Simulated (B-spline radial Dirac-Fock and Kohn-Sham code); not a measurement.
**Conversion-electron coefficients: Ga, 2000 keV**

Z = 31 (gallium), transition energy 2000 keV. The computed values come from a radial finite-basis atomic code: a Dirac-Hartree-Slater potential of the neutral atom with a Latter tail (no hole, which puts coefficients of high multipoles low close above an edge), finite nucleus with surface currents. Subshells that would emit electrons below 1 keV are left out, and so is internal pair formation.

Input file task.json (cfg lists n, l and occupation; rrms is the nuclear radius in fm):

```json
{"items": [{
  "Z": 31,
  "q": 0,
  "cfg": [[1, 0, 2], [2, 0, 2], [2, 1, 6], [3, 0, 2], [3, 1, 6], [3, 2, 10], [4, 0, 2], [4, 1, 1]],
  "A": 69,
  "rrms": 3.9973,
  "do": "conversion",
  "gamma": [2000],
  "edges": {"K": 10367.0, "L1": 1299.0, "L2": 1143.2, "L3": 1116.4, "M1": 159.51, "M2": 103.5, "M3": 100.0}
}]}
```

Launch: `python xray2_run.py task.json out`

| subshell | electron energy (keV) | E4 | E5 | M1 | M2 | M4 |
| --- | --- | --- | --- | --- | --- | --- |
| K | 1989.63 | 0.000178 | 0.000275 | 6.66e-05 | 0.000118 | 0.000305 |
| L1 | 1998.70 | 1.77e-05 | 2.75e-05 | 6.60e-06 | 1.18e-05 | 3.07e-05 |
| L2 | 1998.86 | 3.19e-07 | 7.20e-07 | 3.56e-08 | 9.93e-08 | 4.92e-07 |
| L3 | 1998.88 | 1.55e-07 | 2.78e-07 | 3.93e-08 | 5.17e-08 | 1.78e-07 |
| M1 | 1999.84 | 2.69e-06 | 4.18e-06 | 1.00e-06 | 1.79e-06 | 4.66e-06 |
| M2 | 1999.90 | 4.80e-08 | 1.09e-07 | 5.36e-09 | 1.50e-08 | 7.42e-08 |
| M3 | 1999.90 | 2.32e-08 | 4.17e-08 | 5.89e-09 | 7.75e-09 | 2.67e-08 |
| M4 | 1999.97 | 8.05e-12 | 2.47e-11 | 8.33e-13 | 1.69e-12 | 1.67e-11 |
| M5 | 1999.97 | 9.55e-12 | 1.58e-11 | 3.54e-12 | 4.33e-12 | 8.97e-12 |
| N1 | 1999.99 | 1.97e-07 | 3.06e-07 | 7.34e-08 | 1.31e-07 | 3.42e-07 |
| N2 | 2000.00 | 2.45e-10 | 5.55e-10 | 2.74e-11 | 7.64e-11 | 3.79e-10 |
| N3 | 2000.00 | 1.15e-10 | 2.07e-10 | 2.92e-11 | 3.84e-11 | 1.32e-10 |
| total |  | 0.000199 | 0.000308 | 7.44e-05 | 0.000132 | 0.000341 |

Question: For a pure M2 transition, what fraction of decays emits a photon?

Answer: 1/(1 + α) = 1.00 with the total α = 0.000132, and pair formation is not counted.
